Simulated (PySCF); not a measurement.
Compound: C₅H₁₁FN (charge +1).
Cartesian coordinates in Å at the GFN2-xTB level; atoms count from 1:
```xyz
18
C5H11FN angstrom
C      1.161   -1.456    0.358
C      0.733   -0.302   -0.512
N      0.958    1.067    0.086
C     -0.330    1.527   -0.509
C     -0.764    0.060   -0.678
C     -1.665   -0.406    0.459
F     -1.149    0.059    1.648
H      0.854   -2.390   -0.106
H      2.244   -1.476    0.456
H      0.723   -1.407    1.351
H      1.230   -0.347   -1.484
H      1.813    1.574   -0.157
H      0.882    1.011    1.110
H     -0.931    2.144    0.158
H     -0.168    2.044   -1.452
H     -1.215   -0.211   -1.629
H     -2.671    0.009    0.362
H     -1.714   -1.495    0.527
```

The closed-shell SCF was solved with PySCF and density fitting under several settings on one GFN2-xTB geometry (grid level 2 and gas phase unless stated).

```csv
settings,basis functions,SCF cycles,E (Eh),HOMO (eV),LUMO (eV)
PBE0/pcSseg-1,174,12,-351.0503,-13.72,-4.06
PBE0/def2-SVPD,231,13,-350.8588,-13.73,-4.23
```

Problem. Estimate the row for these settings: LDA/def2-SVPD, level shift 0.1 Eh.

Solution. 
```tsv
settings	basis functions	SCF cycles	E (Eh)	HOMO (eV)	LUMO (eV)
LDA/def2-SVPD, level shift 0.1 Eh	231	10	-348.3372	-12.23	-5.19
```

Problem. Over all rows, what range does the HOMO–LUMO gap span?

Solution. From 7.04 eV (LDA/def2-SVPD, level shift 0.1 Eh) to 9.66 eV (PBE0/pcSseg-1). The functional of the narrowest has no exact exchange, that of the widest 25 % exact exchange.

Problem. Compare two rows with the functional PBE0: PBE0/pcSseg-1 and PBE0/def2-SVPD. Which energy is lower, and by how much?

Solution. PBE0/pcSseg-1 (174 functions) lies 0.1915 Eh or 120 kcal/mol below PBE0/def2-SVPD (231 functions). The smaller set gives the lower energy; the two sets aren't nested, so the variational bound doesn't order them by size.

Whole jobs, the steps after the SCF included, on one thread of an Intel Xeon 6975P-C, no GPU (shared host):

| settings | work after the SCF | wall time | peak memory |
| --- | --- | --- | --- |
| PBE0/pcSseg-1 | shieldings, ring-centre shieldings, charges and field gradients | 16 s | 0.80 GiB |
| PBE0/def2-SVPD | 6 singlets by full TDDFT, 2 Tamm–Dancoff triplets, polarisability | 28 s | 0.94 GiB |
| LDA/def2-SVPD, level shift 0.1 Eh | 12 singlets by full TDDFT, 5 Tamm–Dancoff triplets, polarisability | 19 s | 0.67 GiB |

Cycle counts include a coarse-grid stage where the run had one.

One conformer stands for the species.
